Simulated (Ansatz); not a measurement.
Reaction (redistribution): `F[SiH](Cl)I` + `C[N](C)[Zr]([Cl])([N](C)C)[N](C)C` → `F[SiH](Cl)Cl` + `C[N](C)[Zr]([I])([N](C)C)[N](C)C`

Computed with Ansatz on PBE0-D4/def2-TZVP structures; ΔE is electronic, products minus reactants. CBS: MP2 limit from def2 TZ/QZ plus the TZ coupled-cluster correction, frozen cores. Functionals use def2-TZVPP. Elements past krypton have def2 core potentials. For I, Zr outer-core shells are correlated without core-valence functions, which leaves a few kJ/mol of doubt a bond. Each species was taken in one conformer, which may not be the lowest.

Is it downhill or uphill in electronic energy at CCSD(T)/CBS, and by how much? (Estimate.)

The calculation gave: Downhill: ΔE = -6.2 kcal/mol.

What do these levels give: LDA (SPW92), B97M-V, PBE0, BHLYP, RPA@PBE/def2-TZVPP, SCS-MP2/def2-QZVPP? (Best estimate.)

Ansatz gave: LDA (SPW92) -4.9, B97M-V -4.3, PBE0 -4.4, BHLYP -4.8, RPA@PBE/def2-TZVPP -6.9, SCS-MP2/def2-QZVPP -7.0 kcal/mol.

Largest T1 diagnostic among the species: 0.015.

From PBE to PBE0 (25 % exact exchange), in def2-TZVPP and without D4, ΔE moves by −1.0 kcal/mol. In def2-TZVPP, CCSD(T) changes the Hartree–Fock value by −1.5 kcal/mol (the triples alone add −0.4 kcal/mol) and MP2 by −2.8 kcal/mol.
